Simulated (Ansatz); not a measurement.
C2H4AlO, SMILES `C=[CH][Al-][OH]` (lower singlet; C–C–Al–O torsion 180°, C–Al–O–H torsion 0°) (charge -1, multiplicity 1). This singlet lies 1.09 eV below the relaxed triplet at the level B3LYP/aug-cc-pVTZ // PBE0-D3(BJ)/def2-TZVPD (Ansatz, an electronic-structure program).

Computed with frozen-core CCSD(T)/aug-cc-pVDZ // PBE0-D3(BJ)/def2-TZVPD (Ansatz).

Ansatz 0.2 input:
```yaml
crystal:
  periodic: [false, false, false]
  atoms:
    - { symbol: C, position_ang: [-1.554266, -0.27834, 0.216658] }
    - { symbol: C, position_ang: [-0.299661, 0.009368, -0.145479] }
    - { symbol: Al, position_ang: [1.313322, -0.202323, 1.131325] }
    - { symbol: O, position_ang: [2.617347, 0.334944, 0.034081] }
    - { symbol: H, position_ang: [-1.770249, -0.643374, 1.223797] }
    - { symbol: H, position_ang: [-2.42709, -0.176969, -0.434792] }
    - { symbol: H, position_ang: [-0.195018, 0.369856, -1.182944] }
    - { symbol: H, position_ang: [2.315615, 0.586836, -0.842645] }
basis:
  gaussian: { orbitals: aug-cc-pVDZ }
correlation:
  method: ccsd_t
total_charge: -1
```

Output:

```
Functional definition: HF
1304 factors; integrals over basis functions are off by at most 8.9e-4 eV
mean field evaluation 1: about -10742.4808 eV, gradient 3.0e1 eV
mean field evaluation 2: about -10742.4816 eV, gradient 3.0e1 eV
mean field evaluation 4: about -10745.0250 eV, gradient 4.0e0 eV
mean field evaluation 8: about -10745.0953 eV, gradient 9.8e-2 eV
mean field evaluation 16: about -10745.0881 eV, gradient 9.8e-1 eV
mean field evaluation 32: about -10738.8535 eV, gradient 5.8e0 eV
mean field -10745.09545801 eV, -394.8749747946 hartree, gradient 1.3e-6 eV, S^2 0.000000; 1 other end points of the search recorded, 0 dependent functions left out; unrestricted orbitals would lower it
8 core orbitals not correlated
reference -10745.09545801 eV, -394.8749747946 hartree; 11, 11 occupied and 113, 113 virtual orbitals, 1304 factors
second order -15.19691109 eV of doubles, -0.00000000 eV of singles
cycle   1  -15.58979537 eV  change   -3.9e-1 eV  update   1.1e-1
cycle   2  -16.04368778 eV  change   -4.5e-1 eV  update   3.9e-2
cycle   3  -16.18128953 eV  change   -1.4e-1 eV  update   2.3e-2
cycle   4  -16.17521900 eV  change    6.1e-3 eV  update   6.5e-3
cycle   5  -16.17256829 eV  change    2.7e-3 eV  update   3.1e-3
cycle   6  -16.17374489 eV  change   -1.2e-3 eV  update   1.1e-3
cycle   7  -16.17358316 eV  change    1.6e-4 eV  update   5.6e-4
cycle   8  -16.17339364 eV  change    1.9e-4 eV  update   2.4e-4
cycle   9  -16.17342426 eV  change   -3.1e-5 eV  update   1.2e-4
cycle  10  -16.17347986 eV  change   -5.6e-5 eV  update   4.9e-5
cycle  11  -16.17343574 eV  change    4.4e-5 eV  update   2.4e-5
cycle  12  -16.17344231 eV  change   -6.6e-6 eV  update   1.1e-5
perturbative correction -0.62126099 eV, -0.0228309201 hartree
Total energy: -10761.89016131 eV, -395.4921687569 hartree
```
